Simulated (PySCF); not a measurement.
Ga(F)(Me)(OH) (CH₄FGaO), SMILES [F][Ga]([OH])[CH3]. Heavy atoms are numbered as in [Ga:1]([F:2])([CH3:3])[OH:7]. Hydrogens are named by the atom that carries them.

Geometry: PBE0-D3(BJ)/def2-SVP. The structure was generated by enumeration; whether it is a known compound was not checked. One conformer was computed; it need not be the lowest.

Computed with PySCF with KT2/pcSseg-1.

GIAO shieldings, no solvent; atoms alike by connectivity are averaged. δ = σ(ref) − σ: ¹⁹F against CFCl3 (σ = 127.1 ppm); ¹³C against TMS (σ = 185.1 ppm); ¹H against TMS (σ = 31.47 ppm); ¹⁷O against H2O (σ = 330.4 ppm), references at their B3LYP-D3(BJ)/def2-TZVP geometries, non-relativistic.

```json
[
 {"nucleus": "¹⁹F", "atoms": "F2", "count": "1", "δ (ppm)": "-149.7"},
 {"nucleus": "¹³C", "atoms": "C3 (CH3)", "count": "1", "δ (ppm)": "-8.2"},
 {"nucleus": "¹H", "atoms": "H on O7", "count": "1", "δ (ppm)": "2.70"},
 {"nucleus": "¹H", "atoms": "H on C3", "count": "3", "δ (ppm)": "0.65"},
 {"nucleus": "¹⁷O", "atoms": "O7 (OH)", "count": "1", "δ (ppm)": "86.8"}
]
```
